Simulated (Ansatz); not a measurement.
Redistribution: C2H2F2 + C2F3I → C2H2FI + C2F4

Species: C2H2F2 (1,2-difluoroethene) `F/C=C/F`, singlet; C2F3I (trifluoroiodoethylene) `FC(F)=C(F)I`, singlet; C2H2FI `F/C=C/I`, singlet; C2F4 (tetrafluoroethylene) `FC(F)=C(F)F`, singlet. The partners trade F for I; both sit on C, so the bond types are kept.

Shapes, held fixed at every level: PBE0-D4/def2-TZVP. Programs: Ansatz 0.2.0. The zero-point and thermal change to 298 K, harmonic and unscaled (PBE0-D4/def2-TZVP), is +0.1 kJ/mol.

| level | kind | ΔH(298 K) (kJ/mol) | less CCSD(T)/def2-TZVPP | CPU time (sum over the molecules) |
| --- | --- | --- | --- | --- |
| HF/def2-TZVPP | Hartree–Fock | -24.7 | -4.1 | – |
| PBE-D4/def2-TZVPP | GGA | -16.4 | +4.2 | 16 s |
| r2SCAN0-D4/def2-TZVPP | global hybrid | -21.6 | -1.0 | 30 s |
| wB97M-V/def2-TZVPP | range-separated hybrid | -17.9 | +2.7 | 57 s |
| wB97X-V/def2-TZVPP | range-separated hybrid | -18.0 | +2.6 | 44 s |
| B2PLYP/def2-TZVPP | double hybrid | -18.6 | +2.0 | 33 s |
| MP2/def2-SVP | perturbation theory | -25.5 | -4.9 | – |
| CCSD(T)/def2-TZVPP | coupled cluster or CI | -20.6 | 0.0 | 9.1 min |

The highest level, CCSD(T)/def2-TZVPP, gives ΔH(298 K) = -20.6 kJ/mol; the levels span -25.5 to -16.4. The column of differences is taken from that level and isn't an error. No measured value is set beside it here. For atoms past krypton def2 sets carry core potentials with scalar relativity. Outer-core shells of I are correlated in most correlated rows, in sets that cover them unevenly. Times are processor times on shared x86 and Arm servers, and rough.
